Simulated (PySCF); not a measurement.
C₃F₅O, SMILES O=C([C](F)F)C(F)(F)F, multiplicity 2.

Geometry: PBE-D3(BJ)/def2-SVP. The isomer is the one that the SMILES or the coordinates give; other isomers of the formula were not compared. One conformer was computed; it need not be the lowest.

All values below come from PBE-D3(BJ)/def2-SVP run with PySCF 2.14.0.

Harmonic, unscaled wavenumbers; measured fundamentals usually lie a few per cent lower.

```json
[
 {"mode": "1", "ν (cm⁻¹)": "39", "IR (km/mol)": "0.8", "moving atoms (share of kinetic energy)": "F 79 %, O 19 %"},
 {"mode": "2", "ν (cm⁻¹)": "97", "IR (km/mol)": "0.0", "moving atoms (share of kinetic energy)": "F 86 %, O 11 %"},
 {"mode": "3", "ν (cm⁻¹)": "142", "IR (km/mol)": "0.3", "moving atoms (share of kinetic energy)": "F 86 %"},
 {"mode": "4", "ν (cm⁻¹)": "213", "IR (km/mol)": "5.0", "moving atoms (share of kinetic energy)": "F 60 %, O 23 %, C 16 %"},
 {"mode": "5", "ν (cm⁻¹)": "273", "IR (km/mol)": "6.9", "moving atoms (share of kinetic energy)": "F 67 %, O 25 %, C 8 %"},
 {"mode": "6", "ν (cm⁻¹)": "320", "IR (km/mol)": "0.6", "moving atoms (share of kinetic energy)": "C 71 %, F 29 %"},
 {"mode": "7", "ν (cm⁻¹)": "344", "IR (km/mol)": "1.2", "moving atoms (share of kinetic energy)": "F 89 %, C 10 %"},
 {"mode": "8", "ν (cm⁻¹)": "368", "IR (km/mol)": "0.2", "moving atoms (share of kinetic energy)": "F 49 %, O 46 %"},
 {"mode": "9", "ν (cm⁻¹)": "488", "IR (km/mol)": "4.7", "moving atoms (share of kinetic energy)": "F 77 %, C 13 %, O 10 %"},
 {"mode": "10", "ν (cm⁻¹)": "500", "IR (km/mol)": "2.1", "moving atoms (share of kinetic energy)": "F 78 %, C 20 %"},
 {"mode": "11", "ν (cm⁻¹)": "592", "IR (km/mol)": "0.2", "moving atoms (share of kinetic energy)": "F 72 %, C 15 %, O 13 %"},
 {"mode": "12", "ν (cm⁻¹)": "653", "IR (km/mol)": "19.5", "moving atoms (share of kinetic energy)": "F 60 %, C 25 %, O 15 %"},
 {"mode": "13", "ν (cm⁻¹)": "671", "IR (km/mol)": "2.6", "moving atoms (share of kinetic energy)": "C 72 %, F 24 %"},
 {"mode": "14", "ν (cm⁻¹)": "747", "IR (km/mol)": "11.9", "moving atoms (share of kinetic energy)": "F 80 %, C 14 %"},
 {"mode": "15", "ν (cm⁻¹)": "991", "IR (km/mol)": "211.4", "moving atoms (share of kinetic energy)": "C 60 %, F 38 %"},
 {"mode": "16", "ν (cm⁻¹)": "1148", "IR (km/mol)": "269.5", "moving atoms (share of kinetic energy)": "C 77 %, F 23 %"},
 {"mode": "17", "ν (cm⁻¹)": "1193", "IR (km/mol)": "154.3", "moving atoms (share of kinetic energy)": "C 78 %, F 21 %"},
 {"mode": "18", "ν (cm⁻¹)": "1273", "IR (km/mol)": "101.8", "moving atoms (share of kinetic energy)": "C 82 %, F 17 %"},
 {"mode": "19", "ν (cm⁻¹)": "1376", "IR (km/mol)": "296.3", "moving atoms (share of kinetic energy)": "C 74 %, F 25 %"},
 {"mode": "20", "ν (cm⁻¹)": "1494", "IR (km/mol)": "150.5", "moving atoms (share of kinetic energy)": "C 87 %, F 11 %"},
 {"mode": "21", "ν (cm⁻¹)": "1609", "IR (km/mol)": "44.2", "moving atoms (share of kinetic energy)": "C 64 %, O 35 %"}
]
```
